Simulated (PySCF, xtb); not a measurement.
Al(H)(F)(OH) (AlFH2O), SMILES [OH][AlH][F].

GFN2-xTB (xtb 6.7.1) at its own geometry gives an orbital gap of 5.62 eV and a dipole moment of 2.53 D.

Geometry optimised at PBE-D3(BJ)/def2-TZVP. One conformer was computed; it need not be the lowest.

What does PBE0/def2-TZVPD (PySCF) give? (An estimate is asked for; the answer gives what the named calculation found.)

gap 8.94 eV (levels -9.63 and -0.69 eV), dipole 0.72 D.
